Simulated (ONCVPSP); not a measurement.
**Re (Z = 75), ONCV: configuration errors across variants**

* Element: Re (Z = 75)
* Generator: ONCVPSP 4.0.1
* Type: optimised norm-conserving Vanderbilt (ONCV)
* Functional: LDA (Perdew-Zunger)
* Relativity: scalar-relativistic
* Frozen core: [Kr] 4d10
* Valence charge: 29
* Reference configuration: 4f13.5 5s2 5p6 5d5.5 6s2
* Partial waves: 5s+6s: rc 1.95 bohr, ncon 4, nbas 9, qcut 7.3 1/bohr, 2 projectors; 5p: rc 2.05 bohr, ncon 4, nbas 8, qcut 7.4 1/bohr, 1 projector; 5d: rc 1.70 bohr, ncon 4, nbas 8, qcut 6.4 1/bohr, 2 projectors, debl 0.4 Ha; 4f: rc 0.65 bohr, ncon 3, nbas 8, qcut 26.5 1/bohr, 2 projectors, debl 2.7 Ha
* Local potential: polynomial inside 0.50 bohr (lpopt 5, dvloc0 -1 Ha)
* Core correction: polynomial model core, fcfact 0.45

All-electron excitation energies from the reference (eV): (1) 4f14 5s2 5p6 5d5 6s2 -19.592; (2) 4f14 5s2 5p6 5d5 6s1 -10.076; (3) 4f14 5s2 5p6 5d5 6s0 6.604; (4) 4f14 5s2 5p5 5d5 6s2 33.557.

2 further variants failed, have other tests or another functional or relativity, and are left out.

A true bound ghost makes a file unfit for plane-wave use even where its test errors are small: the radial tests pick states by their node count and pass the ghost by.

Errors AE − PS in meV (a dash: test not solved or not reliable):

| change | (1) | (2) | (3) | (4) | bound ghosts | GHOST(+) flags above zero |
| --- | --- | --- | --- | --- | --- | --- |
| base | -66 | -29 | +13 | -98 | s, p, d | s |
| core correction polynomial model core, fcfact 0.86 | -67 | -30 | +13 | -99 | s, p, d | s |
| local potential polynomial inside 0.50 bohr (lpopt 5, dvloc0 0 Ha) | -69 | -32 | +11 | -100 | s, p, d | s |
| f: debl 5.6 | -67 | -29 | +13 | -98 | s, p, d | s |
| core correction none | -57 | -21 | +21 | -86 | s, p, d | s |
| s: nbas 8 | -67 | -30 | +13 | -98 | s, p, d | s |
| s: qcut 7.2 | -66 | -28 | +16 | -98 | s, p, d | s |
| p: qcut 4.4 | -95 | -58 | -13 | -154 | s, p, d | s |

(1) Give the same row for: f: ncon 5, nbas 10.

Results:

(1) -71, -34, +9.0, -104; bound ghosts: s, p, d; GHOST(+) flags above zero: s.
